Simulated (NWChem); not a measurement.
Atomisation of C3H4ClNSi

```xyz
10

Cl     1.4596    -1.6985     0.0000
C      0.2188    -0.5036     0.0000
C     -1.1192    -0.7658     0.0000
C     -1.9511     0.4716     0.0000
N     -1.4204     1.6561     0.0000
Si     0.3470     1.3992     0.0000
H     -1.5664    -1.7733     0.0000
H     -3.0592     0.3564     0.0000
H      1.0033     1.9481    -1.2319
H      1.0033     1.9481     1.2319
```
Charge 0, spin multiplicity 1.

Everything below was run with NWChem. Structure: optimised with PBE/def2-SVP, held to Cs symmetry and with no frequency check, so it may be a saddle point. It is one conformer; others weren't searched.

Basis set: def2-SVP. The atomisation energy is electronic alone: no zero-point, thermal, spin-orbit or counterpoise terms. No value is extrapolated to the basis-set limit. Free atoms are single determinants with multiplicities Cl 2, C 3, N 4, Si 3, H 2. Correlated methods freeze the same cores in atoms and molecule, 14 orbitals in all.

Costs are rough ratios of processor time within this set of runs, SCF included, with HF as 1. Costs are the molecule's.

B3LYP has NWChem's definition, with VWN1-RPA local correlation. GW and range-separated runs recompute their integrals, the others keep them in memory, which bears on the times. The structure started from a generated list of species. No SCF solution was tested for a lower state. Open-shell Hartree-Fock references start from PBE0 orbitals; any time given for them includes that run.

```csv
method,atomisation energy (kcal/mol),relative cost
HF,673.3,1
B3LYP,___,under 3
PBE0,972.7,under 3
PBE,999.6,under 3
r2SCAN,___,under 3
MP2,925.4,under 3
TPSS,974.0,under 3
CAM-B3LYP,961.5,10
```

Question: Complete the blanks.

Answer: 
- B3LYP, atomisation energy (kcal/mol): 956.2
- r2SCAN, atomisation energy (kcal/mol): 968.6
